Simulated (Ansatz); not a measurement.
The cluster ZnSe2⁻. Total charge -1; doublet. Geometry r2SCAN-D4/def2-TZVPD, basis def2-TZVPD, Ansatz.

```
atom   x (Å)   y (Å)   z (Å)
 Zn1   1.236  -1.626   0.059
 Se2  -0.872   1.593   0.785
 Se3  -0.365   0.034  -0.844
```

| run | HOMO (eV) | LUMO (eV) |
| --- | --- | --- |
| A | 0.23 | 0.42 |
| B | -0.70 | 0.99 |
| C | -1.90 | 1.71 |
| D | 0.09 | 0.47 |
| E | -2.95 | 2.58 |

LC-ωPBE has ω = 0.4 bohr⁻¹. Another isomer (doublet) lies 1.22 eV lower at PBE0-D4/def2-TZVPD; other spin states weren't run for this one.

HOMO and LUMO are taken over both spins.

Task: The runs used CAM-B3LYP, LC-ωPBE, PBE, PBE0, r2SCAN. Estimate which is which.

Result: A PBE (0 % exact exchange); B PBE0 (25 % exact exchange); C CAM-B3LYP (range-separated); D r2SCAN (0 % exact exchange); E LC-ωPBE (range-separated). Exact exchange lowers occupied and raises empty levels; among semilocal functionals meta-GGAs tend to open the gap a little, and such runs are hard to tell apart. The gap grows from 0.19 eV (PBE) to 5.53 eV (LC-ωPBE). At PBE-D4/def2-TZVPD, r2SCAN-D4/def2-TZVPD the highest occupied level of the charge -1 doublet lies above zero (up to 0.23 eV). It is a level of β spin, whose loss leaves a triplet; that state wasn't run at this geometry and level. The electron is either unbound and held by the finite basis, or the level is raised by self-interaction error.
